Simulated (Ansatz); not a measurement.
```yaml
crystal:
  periodic: [false, false, false]
  atoms:
    - {symbol: C, position_ang: [0.815719, -0.455800, 0.828403]}
    - {symbol: O, position_ang: [0.765719, -0.455800, 0.828403]}
    - {symbol: W, position_ang: [-0.483413, 1.380899, 0.246150]}
    - {symbol: O, position_ang: [-2.138836, -0.215351, -0.369875]}
    - {symbol: F, position_ang: [-1.714526, 2.740236, -1.222802]}
    - {symbol: S, position_ang: [-1.016953, 2.491112, 2.580291]}
    - {symbol: Cl, position_ang: [1.834853, 2.615669, -0.922758]}
    - {symbol: H, position_ang: [0.341706, -2.561196, -0.552037]}
    - {symbol: H, position_ang: [2.361406, -1.630192, -0.785529]}
    - {symbol: H, position_ang: [1.854472, -2.737668, 1.084542]}
    - {symbol: H, position_ang: [-3.086708, 0.230863, -0.961958]}
basis:
  gaussian: {orbitals: def2-SVPD, final_grid: {core_spheres: 5, valence_spheres: 4, degree: 11}, nuclear_model: gaussian}
hamiltonian: {xc: {name: RPBE}, dispersion: d4}
```

```sh
$ ansatz run in.yaml --threads 2 --pin off --events-out ev --progress --plain --max-ram 32768MiB --backend cpu
```

Shortened log:

```
Functional definition: RPBE
1842 factors; their error is unknown
mean field evaluation 1: about -22383.7310 eV, gradient 1.1e2 eV
mean field evaluation 2: about -21505.6481 eV, gradient 4.1e2 eV
mean field evaluation 4: about -22143.7143 eV, gradient 2.4e2 eV
mean field evaluation 8: about -22411.3771 eV, gradient 8.3e-1 eV
mean field evaluation 16: about -22412.2625 eV, gradient 2.4e-5 eV
a density is far from that of the atoms, so the factors are made again for it
2063 factors; integrals over basis functions are off by at most 6.0e-4 eV
mean field -22412.26207336 eV, -823.6354396193 hartree, gradient 4.2e-5 eV, S^2 0.000000; 0 other end points of the search recorded, 0 dependent functions left out
reference -22412.26214004 eV, -823.6354420696 hartree; 41, 41 occupied and 169, 169 virtual orbitals, 2063 factors
Total energy: -22413.14850442 eV, -823.6680153597 hartree
```

(1) What is wrong with this run?

Results:

(1) One atom was put on top of another. The run converged. The result belongs to that input, not to the molecule as meant.
